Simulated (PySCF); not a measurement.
C₃H₇O, SMILES CC([O])C, multiplicity 2. Atoms are numbered in the order given.

```xyz
11

C      0.0775    -0.6277    -1.2878
C     -0.2923     0.1258     0.0000
C      0.0775    -0.6277     1.2878
O      0.1455     1.4231     0.0000
H      1.1681    -0.7765    -1.3323
H     -0.4068    -1.6159    -1.3239
H     -0.2288    -0.0439    -2.1676
H     -1.4050     0.2655     0.0000
H      1.1681    -0.7765     1.3323
H     -0.4068    -1.6159     1.3239
H     -0.2288    -0.0439     2.1676
```
Charge 0, spin multiplicity 2.

Coordinates come from a TPSSh-D3(BJ)/def2-SVP optimisation. The isomer is the one that the SMILES or the coordinates give; other isomers of the formula were not compared.

Method: PBE/pcH-1 in PySCF.

Unrestricted Kohn–Sham, ⟨S²⟩ = 0.752. Hyperfine tensors hold the contact and dipolar terms, without spin-orbit corrections.

Computed hyperfine couplings:
```tsv
nucleus	A(iso) (MHz)	A(iso) (G)	dipolar principal values (MHz)
13C no. 1	18.4	6.6	-3.6, -3.0, 6.6
13C no. 2	-32.5	-11.6	-8.2, 0.8, 7.4
13C no. 3	18.4	6.6	-3.6, -3.0, 6.6
17O no. 4	-26.8	-9.5	-250.7, 124.8, 125.9
1H no. 5	6.9	2.4	-4.0, -2.3, 6.3
1H no. 6	-1.5	-0.5	-3.1, -1.9, 5.0
1H no. 7	-0.3	-0.1	-3.9, -3.3, 7.2
1H no. 8	302.0	107.8	-10.2, -2.5, 12.7
1H no. 9	6.9	2.4	-4.0, -2.3, 6.3
1H no. 10	-1.5	-0.5	-3.1, -1.9, 5.0
1H no. 11	-0.3	-0.1	-3.9, -3.3, 7.2
```

Q: And the g tensor (effective nuclear charges for spin-orbit coupling, GIAO)? (The exact figures need the calculation; the answer reports its results.)

A: principal values 2.0022, 2.0084, 2.0434; isotropic 2.0180.
